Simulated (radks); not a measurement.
Spherical quantum dot in the effective-mass picture: electrons in a parabolic well V = omega^2 r^2 / 2 with omega = 4.98, with a point charge +1 (a donor) at the centre, all in effective atomic units (hartree* = m*/eps^2 hartree, bohr* = eps/m* bohr), one dielectric constant everywhere. Calculated with a radial shooting solver with Libxc functionals: non-relativistic Kohn-Sham, LDA (Slater exchange, Perdew-Wang correlation), spin-polarised, spherical densities. Levels are named by radial order and angular momentum (1s, 1p, 1d, 2s, ...), and open shells are averaged over m.

N = 25, configuration 1s2 1p6 1d10 2s2 1f(up 5, down 0). This is the lowest configuration that the search found. Occupied and some empty levels:

level    occupation  eigenvalue (hartree*)  <r> (bohr*)
1s up             1                 32.753       0.5831
1s down           1                 32.820       0.5783
1p up             3                 36.438       0.8046
1p down           3                 36.563       0.8008
2s up             1                 39.664       0.8489
2s down           1                 39.787       0.8503
1d up             5                 39.946       0.9500
1d down           5                 40.102       0.9481
1f up             5                 43.574        1.064
1f down           0                 43.743        1.063
2p up             0                 43.899       0.9673
2p down           0                 44.015       0.9690
1g up             0                 47.351        1.160
1g down           0                 47.522        1.161
2d up             0                 47.954        1.076
2d down           0                 48.070        1.077

Energy (hartree*): total 680.251, kinetic 152.38, external 244.74, Hartree 310.61, exchange-correlation -27.475.
